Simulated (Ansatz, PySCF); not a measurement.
Reaction (SMILES): CCCC + 2 C (CH4) -> 3 CC (C2H6) [ethane]
Geometries: B3LYP-D3(BJ)/def2-TZVP minima from Ansatz (a program for electronic structure), one conformer each, not searched for the lowest.

Property: bond separation energy (enthalpy at 298 K, with B3LYP-D3(BJ) rigid-rotor harmonic-oscillator terms from PySCF), in kcal/mol. Cores are frozen in the correlated levels unless marked. Spin-orbit coupling is left out. No relativistic terms. CBS(X,Y): correlation extrapolated as X^-3; Hartree-Fock from the larger set. The bracket is a focal-point correction in the basis named.

From measured enthalpies of formation at 298 K: 5.6 kcal/mol (CCCC -30.1, ATcT 1.112; C (CH4) -17.8, ATcT 1.112; CC (C2H6) -20.0, ATcT 1.112). It holds spin-orbit effects, and any other conformers, which the calculations lack, and core correlation, which the frozen-core levels lack.

```csv
level,program,bond separation energy (kcal/mol),error against measurement
HF-D4/def2-TZVPD,PySCF + dftd4,4.9,-0.7
PBE-D4/def2-TZVPD,Ansatz + dftd4,4.7,-0.9
revPBE-D4/def2-TZVPD,Ansatz + dftd4,5.0,-0.6
r2SCANh/def2-TZVPD,Ansatz,4.7,-0.9
B2GP-PLYP-D3(BJ)/def2-TZVPD,Ansatz + dftd3,5.0,-0.6
B2PLYP-D3(BJ)/def2-TZVPD,Ansatz + dftd3,4.9,-0.7
RI-MP2/aug-cc-pVTZ,Ansatz,5.9,0.3
SCS-MP2/cc-pVDZ,Ansatz,4.5,-1.1
CCSD/aug-cc-pVDZ,Ansatz,5.2,-0.4
"RI-MP2/CBS(cc-pVTZ,cc-pVQZ)+[CCSD(T)-MP2]/cc-pVTZ",Ansatz,5.4,-0.2
```
